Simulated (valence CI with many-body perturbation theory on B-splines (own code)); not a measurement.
# Re XXXVII: what the settings do

Calculated by relativistic CI+MBPT: three valence electrons over a frozen Dirac-Fock core [Kr], radial functions for each j: 6 s, 6 p, 5 d, 5 f, 1 g, with the one-electron correlation potential Σ1 (screened to all orders), the two-electron term Σ2, the three-electron term Σ3, Breit, model QED; selected single and double excitations, second order for the rest, scaled by the run's own slope (own B-spline code, finite nucleus).

No measured spectrum was set against this ion. As an estimate, large intervals hold to a few tenths of a per cent, small ones and those within an open d or f shell to about a per cent. Only levels of the ground parity were solved; by the run's estimate the other parity begins above the list, which can be wrong where configurations are misplaced.

The reference run has the lowest level (4d3/2^3) J=3/2 and an ionisation energy of 1584.84 eV. Its largest variational space holds 2421 state functions.

Levels are named by their leading jj configuration (3d3/2^4 stands for four electrons in 3d with j = 3/2), which in mixed levels can hold well under half, so a name can repeat and another be missing. Letters in brackets count levels of one name in rising energy.

Changed runs:
A. box radius (bohr) 4.0359 → 5.56
B. three-electron term on → off
C. shift of the energy in Σ1 (hartree) 0 → -12.675
D. factor on the speed of light 1 → 0.9 (bad on purpose)

Excitation energies of the reference run in cm⁻¹, and shifts in cm⁻¹:

```tsv
Level	Reference	A	B	C	D
(4d3/2^2 4d5/2) J=5/2 [a]	131987	0	-187	+3665	+37526
(4d3/2^2 4d5/2) J=3/2	151731	0	-464	+3522	+36660
(4d3/2^2 4d5/2) J=7/2	163855	0	+128	+3753	+38386
(4d3/2^2 4d5/2) J=9/2	166639	0	+44	+3621	+37193
(4d3/2^2 4d5/2) J=1/2	168108	-0.1	-450	+3572	+37186
(4d3/2^2 4d5/2) J=5/2 [b]	234490	-0.1	+375	+3885	+40369
(4d3/2 4d5/2^2) J=7/2 [a]	293979	0	-18	+7203	+74335
(4d3/2 4d5/2^2) J=9/2	308166	0	-178	+7334	+75356
(4d3/2 4d5/2^2) J=3/2 [a]	322161	0	+202	+7224	+75013
(4d3/2 4d5/2^2) J=1/2	331337	-0.1	-488	+7247	+75215
(4d3/2 4d5/2^2) J=5/2 [a]	337718	-0.1	+606	+6976	+73166
(4d3/2 4d5/2^2) J=11/2	339311	-0.1	+29	+7274	+74982
Ionisation energy (eV)	1584.84	-0.00052	-0.0071	-3.31	+2.19
```
